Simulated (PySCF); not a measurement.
Precursor series Ti Cl-F. Isolated molecules, 0 K electronic values unless said otherwise.

The HOMO–LUMO gap from two functionals at the same geometries (TPSS-D3(BJ)/def2-SVP), both in PySCF: PBE-D3(BJ)/def2-TZVP and B3LYP-D3(BJ)/def2-TZVP. B3LYP has the VWN-RPA correlation part, as in Gaussian. 

```tsv
species	PBE-D3(BJ)/def2-TZVP (eV)	B3LYP-D3(BJ)/def2-TZVP (eV)
0 of 4 Cl replaced by F	3.64	5.31
2 of 4 Cl replaced by F ([Ti(Cl)2(F)2])	3.96	5.66
3 of 4 Cl replaced by F	4.41	6.19
4 of 4 Cl replaced by F	6.35	8.69
```

Over these rows, drawn at random from the members with no instability flagged (it was tested for open shells, ions and some series alone), PBE minus B3LYP-D3(BJ): mean -1.87 eV, from -2.35 eV to -1.67 eV.
